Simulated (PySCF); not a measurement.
Working with the constants of PbN⁺

LC-ωPBE constants of PbN⁺, ³Σ⁻ (triplet), unpaired electrons π ↑↑ (Pb aug-cc-pVDZ-PP with ECP60, N aug-cc-pVDZ; scalar-relativistic core potentials (PySCF 2.14); masses 207.9766 and 14.0031 u):

* ωe: 533.6 cm⁻¹
* ωexe: 3.48 cm⁻¹
* Be: 0.26526 cm⁻¹
* αe: 0.00175 cm⁻¹

**Question.** What force constant and bond length do these constants imply?

**Answer.** Reduced mass μred = 13.120 u; k = 5.8918×10⁻⁷·μred·ωe² (u, cm⁻¹, mdyn/Å) = 2.20 mdyn/Å; Re = √(16.8576/(μred·Be)) (u, cm⁻¹, Å) = 2.201 Å.

**Question.** Estimate the centrifugal constant D from the Kratzer relation and find the Dunham coefficient a1.

**Answer.** D = 4Be³/ωe² = 2.62e-07 cm⁻¹; a1 = −1 − αeωe/(6Be²) = -3.21.

Spin–orbit coupling is left out, which matters for elements this heavy, above all for dissociation energies. The state is the lowest determinant that a PBE0 search found; another state may lie lower at other levels.
